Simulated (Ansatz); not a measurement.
Compare A (`FC(F)=[CH][GeH3]`) with its isomer B (`F[C@H]1[CH2][Ge@@H]1[F]`).

Isolated molecules relaxed with PBE0-D4/def2-TZVP in Ansatz; ΔE leaves out vibrations. CCSD(T)/CBS adds triple-zeta CCSD(T) − MP2 to the extrapolated MP2 energy (def2 sets, frozen cores). DFT in def2-TZVPP. B3LYP here is the variant with VWN-RPA as its local correlation; programs differ in this. For Ge outer-core shells are correlated without core-valence functions, which leaves a few kJ/mol of doubt a bond. Scalar relativity is left out up to krypton.

A:

Z-matrix (Å, degrees):
```
Ge
C 1 1.935
H 1 1.536 2 110.5
H 1 1.534 2 107.5 3 119.6
H 1 1.536 2 110.5 3 -120.8
C 2 1.316 1 122.8 3 60.6
H 2 1.082 1 121.0 3 -119.4
F 6 1.316 2 125.0 1 0.0
F 6 1.314 2 126.0 1 -180.0
```

B:

Z-matrix (Å, degrees):
```
C
C 1 1.530
Ge 1 1.934 2 66.7
F 1 1.365 2 116.7 3 119.6
H 1 1.088 2 114.7 3 -108.1
H 2 1.088 1 113.3 3 -103.9
H 2 1.085 1 118.3 3 120.3
F 3 1.736 1 115.0 2 -105.2
H 3 1.519 1 130.2 2 102.1
```

Q: Which isomer does CCSD(T)/CBS put lower? Give the gap. (Estimate.)

A: The calculation gave: B, by 27.0 kJ/mol.

Q: Give E(B) − E(A) in kJ/mol with B3LYP-D4, CCSD/def2-TZVPP, PBE0-D4, ωB97M-V, HF/def2-TZVPP, MP2/def2-TZVPP, PBE-D4. (Estimate.)

A: Computed: B3LYP-D4 -11.6, CCSD/def2-TZVPP -15.0, PBE0-D4 -19.6, ωB97M-V -15.9, HF/def2-TZVPP 10.2, MP2/def2-TZVPP -28.6, PBE-D4 -21.1. The order is the other way round with HF/def2-TZVPP.

Largest T1 diagnostic: 0.012.

In def2-TZVPP, CCSD(T) changes the Hartree–Fock value by −26.6 kJ/mol (the triples alone add −1.4 kJ/mol) and MP2 by −38.7 kJ/mol.
